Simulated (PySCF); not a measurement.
Ga(Cl)2(vinyl) (C2H3Cl2Ga), SMILES [Ga]([Cl])([Cl])[CH]=C.

Coordinates come from a PBE-D3(BJ)/def2-SVP optimisation. The structure was generated by enumeration; whether it is a known compound was not checked. One conformer was computed; it need not be the lowest.

These are PBE-D3(BJ)/def2-SVP (PySCF 2.14.0) values and carry that method's errors.

Frequencies are harmonic and unscaled.

```
mode  ν (cm⁻¹)  IR (km/mol)  moving atoms (share of kinetic energy)
----  --------  -----------  --------------------------------------
1           70          0.6        C 39 %, Ga 22 %, H 22 %, Cl 17 %
2           84          1.3        C 39 %, Cl 33 %, H 15 %, Ga 13 %
3          125          6.9                        Cl 75 %, Ga 18 %
4          154          3.9        Ga 33 %, H 29 %, C 25 %, Cl 14 %
5          284          3.3                 C 62 %, H 18 %, Cl 14 %
6          382         24.6                        Cl 74 %, Ga 15 %
7          433         80.1                        Cl 56 %, Ga 43 %
8          472         25.2                          H 69 %, C 28 %
9          582         38.2                 C 59 %, H 20 %, Ga 20 %
10         958          7.4                          H 87 %, C 13 %
11         965         17.9                          H 71 %, C 29 %
12         999         19.3                                  H 94 %
13        1204          9.5                          H 72 %, C 28 %
14        1363         15.0                          H 84 %, C 16 %
15        1602          7.4                          C 85 %, H 15 %
16        3046          9.7                                  H 95 %
17        3096          2.1                           H 91 %, C 9 %
18        3142          1.8                          H 89 %, C 11 %
```
